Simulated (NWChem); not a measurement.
System: C$_{4}$H$_{3}$NS; SMILES C#CC1=NCS1

Input file for NWChem:

```
start job
memory heap 200 mb stack 900 mb global 1100 mb
geometry units angstroms noautosym nocenter noautoz
  C      0.161540     2.893224     0.000000
  C     -0.060064     1.688483     0.000000
  C     -0.250537     0.281951     0.000000
  N     -1.361265    -0.408628     0.000000
  C     -0.709477    -1.707326     0.000000
  S      1.025076    -0.978471     0.000000
  H      0.340172     3.960104     0.000000
  H     -0.907969    -2.308706     0.911430
  H     -0.907969    -2.308706    -0.911430
end
basis spherical
  * library 6-31g*
end
dft
  xc hfexch
  iterations 150
  mulliken
end
task dft energy
esp
  recalculate
  probe 0.07
  range 0.3
  factor 1.0
  spacing 0.02
end
task esp
```

Output (shortened):

```
             Northwest Computational Chemistry Package (NWChem) 7.3.0
             --------------------------------------------------------

                             Geometry "geometry" -> ""
                             -------------------------

 Output coordinates in angstroms (scale by  1.889725989 to convert to a.u.)

  No.       Tag          Charge          X              Y              Z
 ---- ---------------- ---------- -------------- -------------- --------------
    1 C                    6.0000     0.16154000     2.89322400     0.00000000
    2 C                    6.0000    -0.06006400     1.68848300     0.00000000
    3 C                    6.0000    -0.25053700     0.28195100     0.00000000
    4 N                    7.0000    -1.36126500    -0.40862800     0.00000000
    5 C                    6.0000    -0.70947700    -1.70732600     0.00000000
    6 S                   16.0000     1.02507600    -0.97847100     0.00000000
    7 H                    1.0000     0.34017200     3.96010400     0.00000000
    8 H                    1.0000    -0.90796900    -2.30870600     0.91143000
    9 H                    1.0000    -0.90796900    -2.30870600    -0.91143000

 Effective nuclear repulsion energy (a.u.)     241.9198746686

  xc_inp: hfexch multiplicative factor not found.

                                 NWChem DFT Module
                                 -----------------

 Summary of "ao basis" -> "ao basis" (spherical)
 ------------------------------------------------------------------------------
       Tag                 Description            Shells   Functions and Types
 ---------------- ------------------------------  ------  ---------------------
 C                           6-31g*                  6       14   3s2p1d
 N                           6-31g*                  6       14   3s2p1d
 S                           6-31g*                  8       18   4s3p1d
 H                           6-31g*                  2        2   2s

            General Information
            -------------------
          SCF calculation type: DFT
          Wavefunction type:  closed shell.
          No. of atoms     :     9
          No. of electrons :    50
           Alpha electrons :    25
            Beta electrons :    25
          Charge           :     0
          Spin multiplicity:     1
          Use of symmetry is: off; symmetry adaption is: off
          Maximum number of iterations: 150
          AO basis - number of functions:    94
                     number of shells:    44
          Convergence on energy requested:  1.00D-06
          Convergence on density requested:  1.00D-05
          Convergence on gradient requested:  5.00D-04

              XC Information
              --------------
                     Hartree-Fock (Exact) Exchange  1.000

      Superposition of Atomic Density Guess
      -------------------------------------

 Sum of atomic energies:        -603.88513341

      Non-variational initial energy
      ------------------------------

 Total energy =    -606.911853
 1-e energy   =   -1307.775688
 2-e energy   =     458.943961
 HOMO         =      -0.285408
 LUMO         =      -0.032961

     ---------------------------------------------
      Total Density - Mulliken Population Analysis
     ---------------------------------------------

    Atom       Charge   Shell Charges
 -----------   ------   -------------------------------------------------------
    1 C    6     6.42   2.00  0.74  1.82  0.72  1.11  0.03
    2 C    6     5.80   2.00  0.74  1.89  0.51  0.63  0.03
    3 C    6     5.65   2.00  0.69  1.56  0.47  0.88  0.07
    4 N    7     7.69   2.00  0.86  2.45  0.93  1.43  0.03
    5 C    6     6.13   2.00  0.69  1.72  0.66  1.01  0.05
    6 S   16    16.04   2.00  2.00  5.98  1.35  2.95  0.51  1.22  0.04
    7 H    1     0.70   0.42  0.28
    8 H    1     0.78   0.47  0.32
    9 H    1     0.78   0.47  0.32

   convergence    iter        energy       DeltaE   RMS-Dens  Diis-err
 ---------------- ----- ----------------- --------- --------- ---------
 d= 0,ls=0.0,diis     1   -604.9412399874 -8.47D+02  1.16D-02  6.42D-01
 d= 0,ls=0.0,diis     2   -605.0176406873 -7.64D-02  4.92D-03  2.42D-01
 d= 0,ls=0.0,diis     3   -605.0438615147 -2.62D-02  2.16D-03  1.29D-02
 d= 0,ls=0.0,diis     4   -605.0464466642 -2.59D-03  5.90D-04  3.46D-03
 d= 0,ls=0.0,diis     5   -605.0470070031 -5.60D-04  3.36D-04  2.29D-04
  Resetting Diis
 d= 0,ls=0.0,diis     6   -605.0471097640 -1.03D-04  1.50D-04  4.56D-05
 d= 0,ls=0.0,diis     7   -605.0471299409 -2.02D-05  5.86D-05  1.55D-05
 d= 0,ls=0.0,diis     8   -605.0471329286 -2.99D-06  2.48D-05  4.91D-06
 d= 0,ls=0.0,diis     9   -605.0471341859 -1.26D-06  4.16D-05  1.79D-06
 d= 0,ls=0.0,diis    10   -605.0471351475 -9.62D-07  4.86D-06  5.53D-08

         Total DFT energy =     -605.047135147508
      One electron energy =    -1309.931578873589
           Coulomb energy =      516.282184964444
    Exchange-Corr. energy =      -53.317615906962
 Nuclear repulsion energy =      241.919874668599

 Numeric. integr. density =        0.000000000000

                       DFT Final Molecular Orbital Analysis
                       ------------------------------------

 Vector   23  Occ=2.000000D+00  E=-4.051515D-01
              MO Center= -3.2D-02,  1.0D+00, -3.3D-15, r^2= 4.2D+00
   Bfn.  Coefficient  Atom+Function         Bfn.  Coefficient  Atom+Function
  ----- ------------  ---------------      ----- ------------  ---------------
     3      0.304586  1 C  px                77      0.303102  6 S  px
    17      0.278198  2 C  px                45      0.279070  4 N  px
    49      0.225780  4 N  px                 7      0.207043  1 C  px
    21      0.199013  2 C  px                31     -0.161954  3 C  px
    78     -0.151510  6 S  py                81      0.132702  6 S  px

 Vector   24  Occ=2.000000D+00  E=-3.927488D-01
              MO Center=  1.8D-01,  8.9D-01,  4.7D-15, r^2= 4.6D+00
   Bfn.  Coefficient  Atom+Function         Bfn.  Coefficient  Atom+Function
  ----- ------------  ---------------      ----- ------------  ---------------
    79      0.376983  6 S  pz                 5     -0.312574  1 C  pz
    19     -0.296039  2 C  pz                23     -0.223059  2 C  pz
    83      0.216636  6 S  pz                 9     -0.214940  1 C  pz
    75     -0.140806  6 S  pz                47      0.133235  4 N  pz
    61     -0.114121  5 C  pz                37      0.113100  3 C  pz

 Vector   25  Occ=2.000000D+00  E=-3.594173D-01
              MO Center=  1.8D-01, -4.7D-01,  9.7D-15, r^2= 3.3D+00
   Bfn.  Coefficient  Atom+Function         Bfn.  Coefficient  Atom+Function
  ----- ------------  ---------------      ----- ------------  ---------------
    79      0.538028  6 S  pz                83      0.356675  6 S  pz
    47     -0.328589  4 N  pz                51     -0.290486  4 N  pz
    75     -0.200138  6 S  pz                33     -0.139174  3 C  pz
     5      0.132762  1 C  pz                37     -0.115786  3 C  pz
    19      0.102614  2 C  pz                 9      0.100115  1 C  pz

 Vector   26  Occ=0.000000D+00  E= 8.663110D-02
              MO Center= -3.7D-01,  8.0D-01, -7.8D-15, r^2= 4.0D+00
   Bfn.  Coefficient  Atom+Function         Bfn.  Coefficient  Atom+Function
  ----- ------------  ---------------      ----- ------------  ---------------
     9      0.436952  1 C  pz                51      0.422660  4 N  pz
    37     -0.419422  3 C  pz                47      0.325773  4 N  pz
    33     -0.315606  3 C  pz                 5      0.271100  1 C  pz
    23     -0.260044  2 C  pz                92     -0.217251  8 H  s
    94      0.217251  9 H  s                 19     -0.157426  2 C  pz

[...]

                     NWChem Electrostatic Potential Fit Module
                     -----------------------------------------

 Atom parameters

 Number of atoms is                                    9
 Number of basis functions is                         94

 Grid parameters

 Maximum number of grid points is                  38077
 Number of grid points is                          38076
 Grid range                                     0.300000 nm
 Grid spacing                                   0.020000 nm
 Probe radius                                   0.070000 nm
 Atom radius factor                             1.000000

 Atomic radii

    1    0.100000
    6    0.147000
    7    0.140000
   16    0.174000
 FASTESP  F
  using M.O. file = ./job.movecs

    Atom              Coordinates                           Charge

                                                  ESP

    1 C     0.016154    0.289322    0.000000   -0.367396
    2 C    -0.006006    0.168848    0.000000   -0.001755
    3 C    -0.025054    0.028195    0.000000    0.492709
    4 N    -0.136127   -0.040863    0.000000   -0.624564
    5 C    -0.070948   -0.170733    0.000000    0.466674
    6 S     0.102508   -0.097847    0.000000   -0.283135
    7 H     0.034017    0.396010    0.000000    0.317614
    8 H    -0.090797   -0.230871    0.091143   -0.000761
    9 H    -0.090797   -0.230871   -0.091143    0.000614
                                            ------------
                                               -0.000000

 Dipole moment                                  0.317705

 Quadrupole moment Qxx                        -17.797584
                   Qyy                         24.246082
                   Qzz                         -6.448497

 RMS deviation kJ/mol                           0.093348

 RRMS %                                        37.468221
```

Level: Hartree-Fock/6-31G* (spherical d). Coordinates come from a PBE-D3(BJ)/def2-SVP optimisation.
